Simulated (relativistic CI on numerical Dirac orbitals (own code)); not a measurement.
## Cd III: calculation against measurement

Method of calculation: Dirac-Coulomb-Breit CI, KLI orbitals optimised for each configuration, a model potential for QED, valence Slater integrals scaled by 0.85, configuration energies shifted to the measured levels that pair with them (semi-empirical) (own radial code, finite nucleus).

Configuration list (outside the closed core [Kr]): 4d10, 4d9 5s, 4d8 5s2, 4d9 5d, 4d9 6s, 4d9 5p, 4d9 4f, 4d9 6p, 4d8 4f2, 4d9 6d, 4d8 5s 5p, 4d9 5f, 4d9 5g, 4d9 6f, 4d9 6g, 4d8 5p2, 4d8 5s 6s. Levels of other configurations are missing.

```csv
Configuration,Term (tabulated),J,Measured (cm⁻¹),Computed,Error,Purity (%)
4d10,1S,0,0.0,0,0,100
4d9 5s,3D,3,80454.3,80472,18,100
4d9 5s,3D,2,82354.6,82382,27,78
4d9 5s,3D,1,86219.5,86038,-181,100
4d9 5s,1D,2,88871.8,88854,-18,77
4d8 5s2,3F,4,179022.4,178735,-287,96
4d8 5s2,3F,3,184094.3,183642,-453,97
4d8 5s2,3F,2,185798.5,185526,-272,79
4d8 5s2,3P,1,196123.7,197542,1418,95
4d8 5s2,3P,0,196258.2,197663,1405,92
4d8 5s2,1G,4,200932.8,201205,272,91
4d9 5d,3S,1,202966.1,203147,181,78
4d9 6s,3D,3,204421.1,204527,106,100
4d9 5d,3D,3,206087.7,206125,37,79
4d9 5d,3F,4,206967.8,206930,-37,81
4d9 6s,3D,1,210220.5,210115,-106,99
4d9 5d,3G,3,210837.5,210751,-87,79
4d9 5d,3F,2,211924.8,212404,479,76
4d9 5d,3D,1,212049.8,211183,-867,74
```

Measured levels from Moore, Atomic Energy Levels, vol. III, NSRDS-NBS 35 (1971 reprint of NBS Circular 467, 1958); pairs were made by configuration, J and term (by order where the table uses no LS term), so strongly mixed levels may be paired wrongly. The analysis dates from before 1960.

Mean error by configuration (cm⁻¹): 4d9 5s -39; 4d8 5s2 347; 4d9 5d -49; 4d9 6s 0. Over the excited levels the mean absolute error is 347 cm⁻¹ (18 of the 28 excited levels that our extract of the source holds in range could be paired, and the others can miss by more), and the median relative error of those above 1,000 cm⁻¹ is 0.11 %, both after the shifts were fitted to these levels, so that a configuration with one level shows no error.

Configurations whose levels could be paired with our table of measured levels were shifted onto them, all but the ground configuration, by the median error of their levels; single terms can still be off by 1,000 to 2,000 cm⁻¹ or more, and rates follow the energies as ν³ (E1, M1) or ν⁵ (E2). The others borrow a shift and can be off by several thousand cm⁻¹ or more. The fine structure of a lone outer electron comes out too small, for d and f at times inverted, and misplaced configurations move strength between like terms. 18 of the 28 excited levels that our extract of the measured tables holds in this range could be paired (the sources list more); they are missed by 347 cm⁻¹ on average and 1418 at most, after the shifts were fitted to these levels, and levels without a partner can miss by more.

Shifts applied (cm⁻¹): 4d10 0; 4d9 5s -3596; 4d8 5s2 -6367; 4d9 5d 2413; 4d9 6s 1983.
